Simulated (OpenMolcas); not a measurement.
# O2+: effect of the active space

```json
{
  "Program": "OpenMolcas 26.06",
  "Method": "CASSCF",
  "Basis": "ANO-RCC-VTZP",
  "Scalar Hamiltonian": "DKH3, point nucleus",
  "Spin-orbit coupling": "RASSI with atomic mean-field integrals over the reference wave functions, term energies averaged over their components"
}
```

A. 2 electrons in 3 orbitals (2p); 2S+1 = 3 even, 3 roots; 2S+1 = 1 even, 6 roots; cost roughly 2.4 core-seconds
B. 4 electrons in 4 orbitals (2s 2p); 2S+1 = 3 even, 3 roots; 2S+1 = 1 even, 6 roots kept (CI in the orbitals of an earlier block); 2S+1 = 3 odd, 8 roots; 2S+1 = 5 odd, 1 root kept (CI in the orbitals of an earlier block); cost about 10 core-seconds

Energies in cm⁻¹ above 2s² 2p² ³P₀, the measured ground level; measured values from Moore, Selected Tables of Atomic Spectra, NSRDS-NBS 3, section 11.

```csv
Level,A,B,Measured
2s² 2p² ³P₀,0.0,0.0,0.0
2s² 2p² ³P₁,114,110,113
2s² 2p² ³P₂,336,325,
2s² 2p² ¹D₂,22739,22914,20273
2s² 2p² ¹S₀,56077,41581,43186
```

Deviations, from unrounded energies. A percentage is the sum of absolute deviations over the sum of measured energies, with the sign that they share, or ± where signs differ.

| Against measurement | Levels | A | B |
| --- | --- | --- | --- |
| mean absolute deviation (cm-1) | 3 | 5100 | 1400 |
| fine structure of the ground term (%) | 1 | +0.3 | -2.7 |
| other terms of the ground configuration (%) | 2 | +24.2 | ±6.7 |

B lies closest to measurement on these levels. The largest miss of B in the table is 2s² 2p² ¹D₂, by +2600 cm-1. The ranking rests on the paired levels alone, and a cruder setting can come out closer through cancelling errors.

Between A and B the level of the table that moves most is 2s² 2p² ¹S₀, by 14000 cm-1 (lowest in B, highest in A).

With the s shell closed, the reference lacks s² → p² mixing (holds for A). Terms from blocks run as CI alone lack orbitals of their own (holds for B). Computed and measured levels are paired by configuration, term and J; levels that our copy of the source lacks, or whose pairing is in doubt (as where it misses far off the trend of its configuration), stay unpaired and out of the deviations. Levels of configurations outside the active space are missing. Levels that lie high or do not pair safely by name in every column are left out.
